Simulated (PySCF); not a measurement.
C2H8Cl2GeSi, SMILES [SiH](C[CH2][GeH3])(Cl)Cl at its B3LYP/def2-SVP optimised geometry (Å):

```
14

Si    -1.4354     0.3721    -1.2748
Cl    -3.3747     0.9965    -0.8690
Cl    -0.7642     1.2976    -3.0126
C     -0.3428     0.8845     0.1645
C      1.1765     0.6881     0.0000
Ge     1.8320    -1.1834     0.0000
H     -1.4834    -1.0849    -1.5368
H     -0.5735     1.9509     0.3424
H     -0.7236     0.3493     1.0542
H      1.5278     1.1647    -0.9298
H      1.7061     1.1942     0.8244
H      3.3747    -1.1834     0.0000
H      1.3226    -1.9130     1.2636
H      1.3322    -1.9509    -1.2433
```

Calculation: B3LYP/def2-TZVP (PySCF).

Map of the electrostatic potential (hartree/e), clipped to [-0.08, 0.12] on the plane z = 1.5 Å:

```
|00000000000000000000000000000|
|00000000000000000000000000000|
|00000000000001111110000000000|
|00000000000111111111110000000|
|00000000001111111111111000000|
|00000000001111111111111110000|
|00000000011111111111111110000|
|00000000011122211111111111000|
|00000000011222222222211111000|
|00000000011222222344321111100|
|00000000011222222487421111100|
|00000000112344333699532111100|
|00000000123899533476422111000|
|00000000125999633344322111000|
|00000001124999533344432110000|
|00000001123575333455532110000|
|00000001122333223467642110000|
|00000001112222224787642100000|
|00000001111111129998531100000|
|00000001111111139999321000000|
|00000000111111127995211000000|
|00000000001100012331110000000|
|00000000000000000110000000000|
|00000000000000000000000000000|
|00000000000000000000000000000|
|00000000000000000000000000000|
|00000000000000000000000000000|
|00000000000000000000000000000|
|00000000000000000000000000000|
```
Scale: ten equal steps from -0.006 (start of '0') to 0.120 (end of '9'), in the order '0123456789'; x runs from -5.50 to 5.50, y from -5.50 (bottom) to 5.50 (top).
